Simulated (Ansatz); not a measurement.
Molecule: C3HO, charge -1, multiplicity 1. It need not be the lowest isomer of its formula. Whether it binds its extra electron was not tested at this geometry. SMILES: C#C[C-]=O
Structure (B3LYP-D3(BJ)/def2-TZVP (Ansatz, an electronic-structure program) minimum search):
```
C
C 1 1.2720
O 2 1.2123 1 172.25
C 1 1.3450 2 164.56 3 180.00
H 4 1.1169 1 109.29 2 180.00
```
Charge -1, spin multiplicity 1.

Parts of the frozen-core correlation energy in 6-31G* (Ansatz, hartree). Frozen orbitals: 4; correlated occupied orbitals by spin: 10 and 10; virtual: 48 and 48. No spin-orbit coupling. No relativistic terms. The restricted reference is unstable.

```
term                            value
-------------------------  ----------
reference (HF)             -188.90032
MP2 opposite-spin            -0.39715
MP2 same-spin                -0.14659
CCSD correlation             -0.55975
(T)                          -0.02639
T1 diagnostic                   0.023
largest doubles amplitude       0.100
```
